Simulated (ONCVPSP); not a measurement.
# Varying the ONCV potential for cerium

Base potential:

- Element: Ce
- Generator: ONCVPSP 4.0.1
- Type: optimised norm-conserving Vanderbilt (ONCV)
- Functional: PBE
- Relativity: scalar-relativistic
- Frozen core: [Kr] 4d10 5s2
- Valence charge: 10
- Reference configuration: 4f1 5p6 5d1 6s1.5 (charge +0.5)
- Partial waves: 6s: rc 3.35 bohr, ncon 3, nbas 7, qcut 1.8 1/bohr, 2 projectors, debl 3 Ha; 5p: rc 1.95 bohr, ncon 4, nbas 7, qcut 3.3 1/bohr, 1 projector; 5d: rc 4.00 bohr, ncon 4, nbas 9, qcut 3.2 1/bohr, 3 projectors, debl 0.9 Ha; 4f: rc 1.05 bohr, ncon 4, nbas 8, qcut 19.1 1/bohr, 2 projectors, debl 3.5 Ha
- Local potential: polynomial inside 0.85 bohr (lpopt 5, dvloc0 4 Ha)
- Core correction: Teter function, fcfact 4.5, rcfact 1.7

All-electron outer shells of the reference configuration (PBE, scalar-relativistic, ld1.x):

| shell | level (eV) | outermost node (bohr) | outermost maximum (bohr) |
| --- | --- | --- | --- |
| 5s | -43.41 | 0.75 | 1.37 |
| 5p | -26.04 | 0.81 | 1.55 |
| 4f | -8.20 | – | 0.71 |
| 6s | -6.05 | 1.81 | 3.63 |
| 5d | -5.70 | 0.92 | 2.15 |

Cutoffs, loose and tight: the cutoffs (Ha) at which the residual kinetic energy of the hardest occupied pseudo-wave falls to 1 and 0.1 mHa per electron. They do not see the model core or the augmentation charge, which bear on the density cutoff. Test errors are all-electron minus pseudo excitation energies from the reference, over the configurations 4f1 5p6 5d1 6s2; 4f1 5p6 5d1 6s1; 4f1 5p6 5d1 6s0; 4f1 5p6 5d1 6s0 6p2. A dash means not determined; rows that change the core or the reference have their own tests. The largest error is taken over the tests solved by every variant that gives reliable tests at all: 4f1 5p6 5d1 6s0; 4f1 5p6 5d1 6s1; 4f1 5p6 5d1 6s2.

A true bound ghost makes a file unfit for plane-wave use even where its test errors are small: the radial tests pick states by their node count and pass the ghost by.

| change | outcome | cutoff, loose | cutoff, tight | bound ghosts | GHOST(+) flags above zero | largest test error (meV) |
| --- | --- | --- | --- | --- | --- | --- |
| base | generated | 127 Ha | 143 Ha | s, p | s, d | -37 |
| p: qcut 4.1 | generated | 127 Ha | 143 Ha | s, p | s, d | -37 |
| core correction Teter function, fcfact 6, rcfact 1.7 | generated | 127 Ha | 143 Ha | s, p | s, d | -48 |
| reference 4f1 5p6 5d1 6s2 | generated | 127 Ha | 143 Ha | s, p | s, d | -49 |

Question: What comes out with this change to the base: fully relativistic?

Answer: outcome: generated; cutoff, loose: 127 Ha; cutoff, tight: 143 Ha; bound ghosts: s, p3/2, p1/2; GHOST(+) flags above zero: s, d5/2, d3/2; largest test error (meV): -34.

Question: What comes out with this change to the base: f: nproj 0; local potential the f channel?

Answer: outcome: generated; cutoff, loose: 127 Ha; cutoff, tight: 143 Ha; bound ghosts: s, p, d; GHOST(+) flags above zero: s; largest test error (meV): -37.

Question: What comes out with this change to the base: core correction Teter function, fcfact 4.5, rcfact 1.44?

Answer: outcome: generated; cutoff, loose: 127 Ha; cutoff, tight: 143 Ha; bound ghosts: s, p; GHOST(+) flags above zero: s, d; largest test error (meV): -1.9.
